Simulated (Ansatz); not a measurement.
Isolated molecules relaxed with PBE0-D4/def2-TZVP in Ansatz; ΔE leaves out vibrations. CCSD(T)/CBS is the MP2 limit (def2-TZVPP, def2-QZVPP) plus CCSD(T) − MP2 in def2-TZVPP, frozen cores. DFT in def2-TZVPP. B3LYP here is the variant with VWN-RPA as its local correlation; programs differ in this. Elements past krypton have def2 core potentials. For Se, Sn outer-core shells are correlated without core-valence functions, which leaves a few kJ/mol of doubt a bond. Scalar relativity is left out up to krypton. Each species was taken in one conformer, which may not be the lowest.

Consider the cleavage of the Si–Sn bond: `[F][SnH]([F])[SiH3]` + `O=C(O)[SeH]` → `O=C([SeH])O[SiH3]` + `[F][SnH2][F]`.

`[F][SnH]([F])[SiH3]`:

```xyz
8

F    -1.845    0.589    1.577
Sn   -1.146   -0.305    0.028
F    -1.939    0.682   -1.414
Si    1.374    0.154   -0.040
H    -1.919   -1.822    0.005
H     1.997   -0.502    1.135
H     1.564    1.622    0.005
H     1.914   -0.418   -1.297
```

`O=C(O)[SeH]`:

Z-matrix (Å, degrees):
```
C
O 1 1.339
Se 1 1.921 2 108.4
O 1 1.192 2 125.1 3 180.0
H 2 0.969 1 106.8 3 -180.0
H 3 1.466 1 91.4 2 -180.0
```

`O=C([SeH])O[SiH3]`:

Cartesian coordinates in Å:
```
O 1.398 0.809 -0.836
C 1.046 0.407 0.235
Se 2.166 0.545 1.784
O -0.130 -0.166 0.473
Si -1.190 -0.330 -0.848
H 1.199 -0.090 2.688
H -2.363 -0.988 -0.234
H -1.546 1.003 -1.379
H -0.579 -1.190 -1.884
```

`[F][SnH2][F]`:

Cartesian coordinates in Å:
```
F -1.508 0.157 -1.002
Sn 0.015 0.053 0.143
F 1.302 -0.872 -0.921
H -0.396 -0.971 1.426
H 0.587 1.632 0.353
```

```json
{"level": "B2PLYP", "ΔE (eV)": "-0.48"}
{"level": "B3LYP", "ΔE (eV)": "-0.41"}
{"level": "SCS-MP2/def2-TZVPP", "ΔE (eV)": "-0.59"}
{"level": "CCSD(T)/def2-TZVPP", "ΔE (eV)": "-0.52"}
{"level": "HF/def2-QZVPP", "ΔE (eV)": "-0.68"}
{"level": "MP2/def2-QZVPP", "ΔE (eV)": "-0.52"}
{"level": "MP2/CBS(def2)", "ΔE (eV)": "-0.49"}
{"level": "CCSD/CBS(def2)", "ΔE (eV)": "-0.48"}
```

(1) What does CCSD(T)/CBS give? (Estimate.)

Largest T1 diagnostic among the species: 0.014.

## Answers

(1) Computed: -0.47 eV. The listed levels differ from it by -0.01, 0.06, -0.12, -0.05, -0.21, -0.05, -0.02, -0.01 eV.

From PBE to PBE0 (25 % exact exchange), in def2-TZVPP and without D4, ΔE moves by −0.08 eV. In def2-TZVPP, CCSD(T) changes the Hartree–Fock value by +0.14 eV (the triples alone add +0.01 eV) and MP2 by +0.11 eV.
